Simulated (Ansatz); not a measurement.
C3HF5O, SMILES `F[C@@H]1O[C@@]1(F)C(F)(F)F`, relaxed with RKS PBE0-D4/def2-TZVP in Ansatz from a PBE-D4/def2-SVP geometry. The force threshold is 0.005 eV/Å; the program also tests the step.

The species carries charge 0 and has multiplicity 1.

Start:

```xyz
10

F     1.965    0.976   -1.281
C     0.904    0.973   -0.453
O     1.134    0.465    0.851
C     0.374   -0.329   -0.021
F     0.960   -1.460   -0.469
C    -1.077   -0.581    0.383
F    -1.673    0.592    0.688
F    -1.753   -1.154   -0.629
F    -1.145   -1.387    1.456
H     0.312    1.904   -0.523
```

(1) How much energy does the relaxation release, and in how many steps? (Estimate.)

(2) Which bonds change most? (Estimate.)

(3) Give the relaxed structure. (An estimate is asked.)

Answers

(1) The calculation gave: 0.06 eV, in 6 steps.

(2) Computed: C2–H10 from 1.106 to 1.085 Å; C6–F7 from 1.350 to 1.332 Å; O3–C4 from 1.403 to 1.386 Å; C2–O3 from 1.418 to 1.401 Å.

(3) Computed: 
```xyz
10

F     1.951    0.965   -1.268
C     0.894    0.965   -0.453
O     1.126    0.467    0.836
C     0.373   -0.321   -0.020
F     0.953   -1.443   -0.452
C    -1.071   -0.574    0.381
F    -1.663    0.577    0.695
F    -1.739   -1.131   -0.624
F    -1.135   -1.383    1.432
H     0.313    1.879   -0.527
```
